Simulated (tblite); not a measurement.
## Mass spectrum arithmetic for `C#Cc1cc(C=C)ccc1C`

Species: `C#Cc1cc(C=C)ccc1C`.

Calculated from tabulated atomic weights, isotope masses and abundances; no fragmentation.

Find the molar and monoisotopic masses of C11H10.

For C11H10, with standard atomic weights, 11 × 12.011 + 10 × 1.008 = 142.201 g/mol. From the most abundant isotopes (12C, 1H), 11 × 12.000000 + 10 × 1.007825 = 142.0783 u.

Give the isotope pattern of the molecular ion M+•, merging species of the same nominal mass.

| nominal mass | m/z (centroid) | relative intensity |
| --- | --- | --- |
| 142 | 142.0777 | 100.0 |
| 143 | 143.0811 | 12.0 |
| 144 | 144.0845 | 0.7 |

Lines under 0.1 % of the tallest are left out. One electron mass, 0.00055 u, is taken off.

What share of all molecules is the monoisotopic species?

0.9893^11 × 0.999885^10 = 88.74 %.

Which m/z would the protonated, sodiated and deprotonated molecule have?

[M+H]+ 143.0855, [M+Na]+ 165.0675, [M−H]− 141.0710, for the monoisotopic species (arithmetic only; whether such ions form is another matter).

Elemental analysis, calculated?

C 92.91 %, H 7.09 %.

What resolving power m/Δm just matches the spacing of the species with one 13C and with one 2H?

They lie 0.00292 u apart at mass 143.08, so m/Δm is about 49000.
